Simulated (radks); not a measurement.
Problem. These are the eigenvalues of the occupied orbitals of an atom or ion with whole-number occupations (hartree). All-electron calculation, non-relativistic Kohn-Sham, exchange-only B88, spin-polarised, spherical densities, point nucleus. Program: a radial shooting solver on a logarithmic mesh with Libxc functionals.

orbital  eigenvalue
1s up      -7.07470

Which element is it, and in what charge state? The configuration may be excited. Open shells, if any, are filled with parallel spins first.

Solution. Z = 4, beryllium, charge +3: Be3+ in 1s1. The 1s level, -7.0747 hartree, gives Z - s = 3.8 by -(Z - s)^2/2, which with screening narrows Z to a few neighbours, and with so few levels the electron count can be read from the list.
